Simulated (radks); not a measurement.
Values are calculated unless marked as measured or tabulated.
Question: Ti3+, 19 electrons, occupied as [Ar] 3d1. Code: a radial shooting solver on a logarithmic mesh with Libxc functionals. Model: scalar-relativistic Kohn-Sham, OLYP, spin-unpolarised, spherical densities, point nucleus. Some entries of the table are withheld. Estimate them.

orbital  occ.  eigenvalue (eV)  <r> (bohr)
1s          2        -4902.115     0.06960
2s          2        -572.2216         (1)
2p          6        -479.5336      0.2895
3s          2              (2)      0.9906
3p          6         -71.1999         (3)
3d          1         -34.8083       1.268
4s          0              (4)         (5)
4p          0         -21.8974         (6)

Answer: 
(1) 2s <r> (bohr): 0.3244
(2) 3s eigenvalue (eV): -95.4252
(3) 3p <r> (bohr): 1.054
(4) 4s eigenvalue (eV): -27.2481
(5) 4s <r> (bohr): 2.660
(6) 4p <r> (bohr): 2.970
